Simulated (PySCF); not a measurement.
Cl3Ge, SMILES [Cl][Ge]([Cl])[Cl], multiplicity 2.

Coordinates come from a B3LYP-D3(BJ)/def2-SVP optimisation. The isomer is the one that the SMILES or the coordinates give; other isomers of the formula were not compared.

Two levels are set side by side: PBE/def2-TZVPD (PySCF) and M06-2X/def2-TZVPD (PySCF). Same geometry, gas phase. Differences are taken from unrounded values.

| quantity | PBE |
|---|---|
| α-spin orbital gap (eV) | 4.35 |
| β-spin orbital gap (eV) | 2.36 |
| dipole moment (D) | 1.13 |
| mean polarisability (bohr³) | 80.8 |

Question: These are the PBE values. What does M06-2X give? (Estimate from the structure and the level; the computed values follow.)

Answer: 
```json
[
 {"quantity": "α-spin orbital gap (eV)", "M06-2X": "8.47", "PBE minus M06-2X": "-4.12"},
 {"quantity": "β-spin orbital gap (eV)", "M06-2X": "6.74", "PBE minus M06-2X": "-4.37"},
 {"quantity": "dipole moment (D)", "M06-2X": "1.42", "PBE minus M06-2X": "-0.28"},
 {"quantity": "mean polarisability (bohr³)", "M06-2X": "75.8", "PBE minus M06-2X": "5.0"}
]
```

PBE's more diffuse valence density responds more strongly to a field. Differences between two approximate levels are no errors against the true value.

Rough cost on one machine, each run with all the roots and properties that it gave: M06-2X against PBE within a factor of 2.
